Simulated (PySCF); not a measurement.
Computed data sheet: `F[Si](F)(F)(F)(<-P)<-P` (trans-Si(PH3)2F4)

trans-Si(PH3)2F4.
Bonds: Si1–P2, Si1–P6, Si1–F10, Si1–F11, Si1–F12, Si1–F13. Hydrogens: H3, H4, H5 on P2; H7, H8, H9 on P6.

**PBE0-D3(BJ)/def2-SVP geometry optimisation, gas phase (PySCF)**

```
Rotational constants A, B, C : 2.301, 0.959, 0.959 GHz
```

**CAM-B3LYP/def2-SVPD ground state and vertical TDDFT (core frozen in the response) (PySCF)**

```
Dipole moment                                                     : 0.07 D
HOMO energy                                                       : -9.93 eV
LUMO energy                                                       : 0.79 eV
HOMO–LUMO gap                                                     : 10.72 eV
Lowest singlet excitation                                         : 7.81 eV (159 nm, f = 0.001)
Strongest line among the 10 lowest singlet transitions            : S3 at 7.94 eV (156 nm, f = 0.447)
Lowest triplet excitation (Tamm–Dancoff)                          : 6.96 eV
Static isotropic polarisability                                   : 80.4 au
Electronic spatial extent ⟨r²⟩ about the centre of nuclear charge : 1340 bohr²
```

PBE0/pcSseg-1 ground state and GIAO shieldings, non-relativistic (PySCF):

```
Lowest Hirshfeld atomic charge                              : -0.27 e on F10/F11/F12/F13
Highest Hirshfeld atomic charge                             : +0.37 e on Si1
1H chemical shifts (computed TMS as zero) by class          : 3.57 (H3/H4/H5/H7/H8/H9) ppm
Isotropic shieldings of nuclei other than C and H, by class : 258 (F10/F11/F12/F13), 499 (Si1), 507 (P2/P6) ppm
Mayer bond orders between heavy atoms                       : Si1–P2 0.37, Si1–P6 0.37, Si1–F10 0.81, Si1–F11 0.80, Si1–F12 0.80, Si1–F13 0.81
```

From delta-SCF UKS SCAN, pcX-2 on the ionised atom, pcseg-1 elsewhere, spin-free X2C; 2p3/2 from a spin–orbit splitting computed afterwards within the 2p shell (PySCF):

```
Core binding energies : Si2p3/2 108.4 (Si1), P2p3/2 138.2 (P2/P6), F1s 690.8 (F10/F11/F12/F13), Si1s 1849.0 (Si1), P1s 2151.7 (P2/P6) eV
```

Monoisotopic mass from the formula: 171.9650 u.

With B = h/(8π²I), that is 505.379 GHz u Å² over I, the principal moments of inertia are 219.6, 526.8 and 527.0 u Å² (most abundant isotopes); the inertial defect Ic − Ia − Ib is -219.4 u Å² (zero for a rigid planar frame, negative otherwise). No computed singlet falls in the visible range (750 to 380 nm, 1.65 to 3.26 eV); S1 lies 4.55 eV above its blue end. The vertical singlet–triplet gap S1 − T1 is 0.85 eV (TDDFT singlet less Tamm–Dancoff triplet; S1: HOMO→LUMO+1, weight 0.74; T1: HOMO→LUMO+1, weight 0.59). The rotational constants are those of a nearly prolate symmetric top. The principal polarisabilities are 69.8, 69.9 and 101.4 au; their mean is the isotropic value. The polarisability is 11.91 Å³ as a volume (1 au = 0.148185 Å³), or 0.93 au for each of the 86 electrons.

